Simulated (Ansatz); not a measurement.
Geometry optimisation, Ansatz, RKS PBE0-D4/def2-SVP.

The input (input.yaml):

```yaml
crystal:
  periodic: [false, false, false]
  atoms:
    - { symbol: Ta, position_ang: [-0.121982, 0.228054, 0.095002] }
    - { symbol: F, position_ang: [1.775917, 0.34638, 0.175683] }
    - { symbol: F, position_ang: [-0.116514, 0.582762, 1.939712] }
    - { symbol: F, position_ang: [0.11147, -0.581717, -1.584664] }
    - { symbol: F, position_ang: [-0.868548, 1.812642, -0.478206] }
    - { symbol: F, position_ang: [-1.455442, -1.029708, 0.422292] }
    - { symbol: "N", position_ang: [1.551471, -2.469724, 1.157331] }
    - { symbol: H, position_ang: [0.957027, -2.901475, 0.454448] }
    - { symbol: H, position_ang: [1.03977, -2.235988, 2.004633] }
    - { symbol: H, position_ang: [2.090232, -1.663925, 0.792568] }
basis:
  gaussian: { orbitals: def2-SVP }
hamiltonian:
  xc: pbe0
  dispersion: d4
relax:
  f_tol: 0.03
  max_steps: 50
```

Launched with:

```bash
$ ansatz run input.yaml --threads 4 --pin off --max-ram 5120MiB --backend cpu --events-out ev --progress --plain --runs-dir out
```

Where does it end, and by what steps?

The forces met the threshold. After 8 steps the energy has fallen by 1.389 eV; N7 moved furthest, 0.75 Å. Joined: Ta1–N7 (3.35 → 2.32 Å).

```csv
step,energy less start (eV),largest force component (eV/Å),accepted
0,0.0000,0.972,yes
1,-0.1000,1.010,yes
2,-0.2390,1.806,yes
3,-0.4805,2.546,yes
4,-0.8871,2.370,yes
5,-1.3471,0.965,yes
6,-1.3655,0.687,yes
7,-1.3881,0.088,yes
8,-1.3894,0.011,yes
```

```xyz
10
Properties=species:S:1:pos:R:3
Ta 0.035 0.017 0.188
F 1.827 0.614 0.108
F 0.064 0.355 2.047
F 0.306 -0.846 -1.471
F -0.832 1.559 -0.398
F -1.460 -1.102 0.468
N 1.121 -1.903 0.920
H 0.846 -2.729 0.387
H 0.924 -2.084 1.905
H 2.132 -1.794 0.824
```

Whether the end is a true minimum wasn't checked by a vibrational analysis.

Time of the run: 28 s on 4 threads of Arm Neoverse V1, on a shared host, peak memory 0.35 GiB.
